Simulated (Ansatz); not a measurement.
CH₄BClOS, SMILES `CSB(O)Cl`. The species carries charge 0 and has multiplicity 1.

Z-matrix (Å, degrees):
```
C
S 1 1.810
H 1 1.088 2 110.7
H 1 1.089 2 106.7 3 119.1
H 1 1.088 2 110.7 3 -121.9
B 2 1.789 1 101.3 3 60.6
Cl 6 1.773 2 117.7 1 -180.0
O 6 1.352 2 121.7 1 0.0
H 8 0.962 6 113.0 2 -179.9
```

Give the diagnostics of a CCSD(T)/def2-TZVPP run (frozen core, Ansatz 0.2.0). (An estimate is asked.)

Computed: T1 = 0.0118, largest single amplitude 0.031, largest double 0.029, (T) share of the correlation energy 4.1 %, 9 CCSD cycles. The RHF solution is stable towards an unrestricted one. T1 lies under the customary mark of 0.02 for closed shells.
